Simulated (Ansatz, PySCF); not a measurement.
BClFI (SMILES FB(Cl)I), singlet, geometry from GFN2-xTB (all electrons, no relativity), with bond 2-1 at 1.8 times its length. Base run: PySCF with CASSCF(4,3)/STO-3G.

The PySCF input:
```python
from pyscf import gto, scf, mcscf
import numpy

mol = gto.M(
    atom='''
B     0.44413470   -0.62742252    0.76457586
Cl    3.42081461   -1.24568659    0.36969386
F    -0.17162463   -1.12726820    1.81219045
I    -0.68564962    0.56203528   -0.55473475
''',
    basis='sto-3g',
    verbose=3,
)

mf = scf.RHF(mol)
mf.kernel()
mc = mcscf.CASSCF(mf, 3, 4)
mc.fix_spin_(ss=0.0)
mc.kernel()
occ = numpy.linalg.eigvalsh(mc.fcisolver.make_rdm1(mc.ci, mc.ncas, mc.nelecas))[::-1]
ss = mc.fcisolver.spin_square(mc.ci, mc.ncas, mc.nelecas)[0]
print('natural occupations', occ.round(4), ' <S^2>', round(ss, 4))
```

Programs used: Ansatz (a first-principles code), PySCF; a row that names a program was run with it.

Each row names what was changed in the base input (with any setting that the change needs).

```tsv
change	ΔE vs base (kcal/mol)	natural occupations	<S^2> of the state
base	0.000	2.00 1.57 0.43	0.00
conv_tol = 1e-5	0.001	2.00 1.57 0.43	0.00
solver = newton	0.000	2.00 1.57 0.43	0.00
active space = 4 electrons, 5 orbitals	-7.84	1.98 1.59 0.41 0.02 0.01	0.00
active space = 6 electrons, 5 orbitals	-10.69	2.00 1.99 1.59 0.42 0.02	0.00
orbitals = fixed (CASCI); correction = SC-NEVPT2	-41.91	2.00 1.65 0.35	0.00
code = ansatz; correction = SC-NEVPT2, all electrons	-40.42	-	-
active space = 8 electrons, 6 orbitals	-10.05	2.00 1.99 1.98 1.59 0.42 0.03	0.00
start = MP2 natural orbitals	0.000	2.00 1.57 0.43	0.00
active space = 4 electrons, 4 orbitals	-7.36	1.99 1.57 0.43 0.01	0.00
state_average = 2 states	0.444	-	-
```

Active orbitals are taken around the Fermi level unless the row says otherwise; CASSCF can end in different local minima, and two programs can end on different orbitals. State-averaged rows give the lowest state.
